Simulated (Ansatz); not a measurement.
## Relaxing a trial structure of C3H8BOP

The starting geometry of this gas-phase singlet was optimised with GFN2-xTB; its bonds are those of `OB(P)C1CC1`.

```xyz
14

C    -0.5688   -0.4765   -1.2893
C    -0.3326    0.7636   -0.4535
C     0.3887    0.6046   -1.7404
B    -0.0799   -1.8696   -0.7809
O    -0.8080   -2.9351   -1.1271
P     1.4156   -2.0333    0.4393
H    -0.5567   -3.7975   -0.7926
H     2.2860   -1.1877   -0.2163
H     1.9581   -3.1683   -0.1446
H    -1.5085   -0.4926   -1.8309
H     0.2288    0.6410    0.4627
H    -1.1288    1.4887   -0.3857
H     0.0920    1.2139   -2.5804
H     1.4474    0.3909   -1.7135
```

Task: Predict what it relaxes into with PBE-D3(BJ)/def2-SVP.

Result: It keeps its bonds, and is `OB(P)C1CC1`.

The energy falls by 0.16 eV over 12 steps:

| step | E − E(last) (eV) |
| --- | --- |
| 1 | 0.160 |
| 2 | 0.027 |
| 3 | 0.004 |
| 5 | 0.001 |
| 6 | 0.000 |
| 7 | 0.000 |
| 8 | 0.000 |
| 10 | 0.000 |
| 11 | 0.000 |
| 12 | 0.000 |

Final geometry (Å):

```yaml
atoms:
  - { symbol: C, position_ang: [-0.5980, -0.4733, -1.2614] }
  - { symbol: C, position_ang: [-0.3165, 0.7915, -0.4482] }
  - { symbol: C, position_ang: [0.3848, 0.5967, -1.7511] }
  - { symbol: B, position_ang: [-0.0983, -1.8685, -0.7825] }
  - { symbol: O, position_ang: [-0.8286, -2.9595, -1.1762] }
  - { symbol: P, position_ang: [1.3919, -2.0546, 0.4760] }
  - { symbol: H, position_ang: [-0.4728, -3.8054, -0.8513] }
  - { symbol: H, position_ang: [2.2944, -1.1467, -0.1772] }
  - { symbol: H, position_ang: [1.9712, -3.2299, -0.1223] }
  - { symbol: H, position_ang: [-1.5638, -0.4862, -1.7966] }
  - { symbol: H, position_ang: [0.2619, 0.6823, 0.4843] }
  - { symbol: H, position_ang: [-1.1209, 1.5411, -0.3886] }
  - { symbol: H, position_ang: [0.0688, 1.2023, -2.6149] }
  - { symbol: H, position_ang: [1.4592, 0.3522, -1.7431] }
```

The end wasn't checked by frequencies. Run with Ansatz 0.2.0, 39 s on 2 threads of Intel(R) Xeon(R) Processor @ 2.70GHz, on a shared host.
